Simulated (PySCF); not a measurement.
Compound: C7H4OS.
SMILES with atom numbers: `[CH:1]#[C:2][c:3]1[cH:4][c:5](=[S:6])[cH:7][cH:8][o:9]1` (hydrogens: H10 on C1; H11 on C4; H12 on C7; H13 on C8)

Computed with PySCF at CAM-B3LYP/def2-SVPD, non-relativistic, on one gas-phase PBE0-D3(BJ)/def2-SVP geometry that isn't relaxed in the solvent. The solvent is an IEF-PCM continuum (van der Waals radii × 1.2), and excitations are vertical TDDFT with non-equilibrium linear response and a frozen core. Only the electrostatic response of the medium enters.

Gas-phase singlets (H = HOMO, L = LUMO):

```tsv
state	E (eV)	λ (nm)	f	leading configurations
S1	2.429	510	0.000	H→L 92%
S2	4.009	309	0.408	H-1→L 90%
S3	4.290	289	0.001	H→L+1 94%
S4	4.509	275	0.106	H-1→L+1 92%
S5	5.135	241	0.224	H-2→L 92%
```

Give the list for chloroform (ε = 4.711), n² = 2.09.

```
state  E (eV)  λ (nm)      f  leading configurations  change by rank (eV)
   S1   2.671     464  0.000                 H→L 93%               +0.242
   S2   3.879     320  0.616               H-1→L 96%               -0.130
   S3   4.617     269  0.001               H→L+1 95%               +0.327
   S4   4.651     267  0.041             H-1→L+1 90%               +0.142
   S5   4.947     251  0.284               H-2→L 87%               -0.188
```

How does the list change in water (ε = 78.36)?

```csv
state,E (eV),λ (nm),f,leading configurations,change by rank (eV)
S1,2.799,443,0.000,H→L 94%,+0.370
S2,3.941,315,0.593,H-1→L 96%,-0.068
S3,4.731,262,0.061,"H-1→L+1 73%, H-2→L 24%",+0.441
S4,4.772,260,0.001,H→L+1 94%,+0.263
S5,4.936,251,0.246,"H-2→L 70%, H-1→L+1 25%",-0.199
```

The ground-state energy changes by -0.373 eV from gas to water. By how much does the total energy of gas-phase S1 change?

E(S1) = E(S0) + excitation energy, so it changes by -0.373 + 0.370 = -0.003 eV: it is lowered less than the ground state, which is what a blue shift means. This is the vertical state, with the slow part of the continuum still set for S0.

How do the frontier levels move from gas to water?

| orbital | gas (eV) | solvent (eV) | change (eV) |
| --- | --- | --- | --- |
| LUMO+2 | 0.88 | 1.06 | +0.18 |
| LUMO+1 | -0.36 | -0.24 | +0.12 |
| LUMO | -1.60 | -1.64 | -0.04 |
| HOMO | -7.52 | -7.88 | -0.36 |
| HOMO-1 | -7.79 | -7.97 | -0.18 |
| HOMO-2 | -9.47 | -9.29 | +0.18 |
| HOMO-3 | -10.50 | -10.35 | +0.15 |

The HOMO–LUMO gap goes from 5.91 to 6.24 eV.

Cost: about 2 min of CPU time on one thread; the machine was shared, so the figure is rough. This is the whole response run at CAM-B3LYP/def2-SVPD in water, SCF included.
